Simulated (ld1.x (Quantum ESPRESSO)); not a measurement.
# lithium: excitation energies, all-electron against TM

lithium (Li), norm-conserving Troullier–Martins (Kleinman–Bylander form), made with ld1.x (Quantum ESPRESSO) 7.5 (LDA (PZ), scalar-relativistic). Core none, reference 1s2 2s0.5 2p0 (charge +0.5). Waves: 1s (bound): rc 0.75 bohr; 2p (bound, empty): rc 3.95 bohr. Local part: all-electron potential smoothed inside 1.65 bohr (lloc = -1). Core correction: none.

Occupied shells without a wave of their own: 2s. They enter only through the test configuration that unscreens the potential.

Energies are relative to the spin-unpolarised reference configuration 1s2 2s0.5 2p0; without spin polarisation the order of configurations can differ from experiment. Spin-polarised rows fill each open shell by Hund’s rule, majority spin first.

| valence configuration | charge | ΔE all-electron (eV) | error AE − PS (meV) |
| --- | --- | --- | --- |
| 1s2 2s1 2p0 | 0 | -2.045 | -35 |
| 1s2 2s0 2p1 | 0 | -0.291 | +34 |
| 1s1 2s1 2p0 | +1 | 65.333 | -112 |
| 1s2 2s0.5 2p0 (spin-polarised) | +0.5 | -0.091 | -1.1 |
| 1s2 2s1 2p0 (spin-polarised) | 0 | -2.278 | -38 |

Problem. What are ΔE and the potential's error for 1s2 2s0 2p0?

Solution. ΔE = 3.195 eV all-electron; the error (AE − PS) is +57 meV.

Levels in the configuration 1s2 2s1 2p0 (spin-polarised):

```json
{"level": "1s up", "all-electron (eV)": "-51.004", "pseudo (eV)": "-51.060"}
{"level": "2s up", "all-electron (eV)": "-3.166", "pseudo (eV)": "-3.110"}
{"level": "1s down", "all-electron (eV)": "-50.800", "pseudo (eV)": "-50.888"}
```
